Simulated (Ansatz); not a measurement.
Isolated molecules relaxed with PBE0-D4/def2-TZVP in Ansatz; ΔE leaves out vibrations. CBS: MP2 limit from def2 TZ/QZ plus the TZ coupled-cluster correction, frozen cores. DFT in def2-TZVPP. B3LYP here is the variant with VWN-RPA as its local correlation; programs differ in this. HSE06 is defined as in plane-wave codes. For Se outer-core shells are correlated without core-valence functions, which leaves a few kJ/mol of doubt a bond. Scalar relativity is left out up to krypton. One conformer a species, not always the lowest.

`N[SiH2][SeH]` + `C=C=CF` → `[SiH3][SeH]` + `C=C=C(N)F`  (formal exchange of groups at the Si–N bond)

Is it downhill or uphill in electronic energy at CCSD(T)/CBS, and by how much? (Best estimate.)

Ansatz gave: Uphill: ΔE = +99.6 kJ/mol.

What do these levels give: revPBE-D4, B3LYP-D4, HSE06-D4, PBE-QIDH, BLYP, CAM-B3LYP, LC-ωPBE, RPA@PBE/def2-TZVPP, HF/def2-TZVPP, CCSD/def2-TZVPP, SCS-MP2/def2-QZVPP, CCSD/CBS(def2)? (Best estimate.)

The calculation gave: revPBE-D4 83.1, B3LYP-D4 92.5, HSE06-D4 86.0, PBE-QIDH 91.3, BLYP 89.6, CAM-B3LYP 92.1, LC-ωPBE 89.6, RPA@PBE/def2-TZVPP 90.3, HF/def2-TZVPP 96.4, CCSD/def2-TZVPP 96.3, SCS-MP2/def2-QZVPP 100.2, CCSD/CBS(def2) 100.7 kJ/mol.

What do rigid-rotor, harmonic-oscillator terms from PBE0-D4/def2-TZVP frequencies (298.15 K, 1 bar) make of the CCSD(T)/CBS value? (An estimate is asked.)

Ansatz gave: ΔZPE = -3.7 kJ/mol, ΔH = +95.1 kJ/mol, ΔS = -6 J/(mol·K), ΔG = +96.8 kJ/mol.

Largest T1 diagnostic among the species: 0.013.

From BLYP to BHLYP (50 % exact exchange), in def2-TZVPP and without D4, ΔE moves by +4.8 kJ/mol. At CCSD(T), def2-SVP lies −28.5 kJ/mol from the extrapolated value and def2-TZVPP −4.4 kJ/mol.
